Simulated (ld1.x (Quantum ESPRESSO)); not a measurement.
## What one change does to a pseudopotential (Co, TM semilocal)

cobalt, norm-conserving Troullier–Martins (semilocal form), made with ld1.x (Quantum ESPRESSO) 7.5 (PBE, scalar-relativistic). Core [Ne] 3s2, reference 3p6 3d7 4s1.5 4p0 (charge +0.5). Waves: 3p (bound): rc 1.10 bohr; 3d (bound): rc 1.55 bohr; 4s (bound): rc 2.25 bohr. Local part: the s channel. Core correction: Bessel-smoothed model core inside 0.65 bohr.

Change: core correction none.

Cutoffs: the cutoffs (Ry, on a coarse ladder) from which the occupation-weighted sum of valence levels, in a spherical-Bessel basis at the reference potential, stays within 10 and 1 mRy of its value at 400 Ry; they do not see the model core or the augmentation charge, which bear on the density cutoff. Errors are all-electron minus pseudo energies relative to the spin-unpolarised reference configuration.

How do hardness, ghosts and transferability respond?

The potential gets neither clearly harder nor softer (110 Ry and 180 Ry → 110 Ry and 180 Ry); of the 7 tests that both files solve, the error grows in 1 and shrinks in 2 by more than 15 % and 0.3 meV (median size 22.2 → 20.7 meV); neither file shows a bound ghost. A semilocal file is local in each channel, so a ghost entry of none says nothing of the separable form that plane-wave codes build from it.

| quantity | base | changed |
| --- | --- | --- |
| cutoff, loose | 110 Ry | 110 Ry |
| cutoff, tight | 180 Ry | 180 Ry |
| bound ghosts | none | none |
| error for 3p6 3d7 4s2 4p0, meV [ΔE -3.60 eV] | -0.2 | +0.1 |
| error for 3p6 3d7 4s1 4p0, meV [ΔE 5.43 eV] | -1.8 | -1.1 |
| error for 3p6 3d7 4s0 4p0, meV [ΔE 22.21 eV] | -22 | -9.5 |
| error for 3p6 3d8 4s1 4p0, meV [ΔE -4.81 eV] | -51 | -48 |
| error for 3p6 3d7 4s0 4p1, meV [ΔE 10.80 eV] | +17 | +21 |
| error for 3p6 3d8 4s0 4p0, meV [ΔE 2.87 eV] | -102 | -94 |
| error for 3p6 3d7 4s0 4p2, meV [ΔE 5.38 eV] | +32 | +34 |
| s: phases at 2.46 bohr within 0.05 rad from the reference energy up to (Ry; the scan ends near 5) | 2.7 | 2.7 |
| p: phases at 2.46 bohr within 0.05 rad from the reference energy up to (Ry; the scan ends near 5) | to the end of the scan | to the end of the scan |
| d: phases at 2.46 bohr within 0.05 rad from the reference energy up to (Ry; the scan ends near 5) | 0.8 | 0.8 |
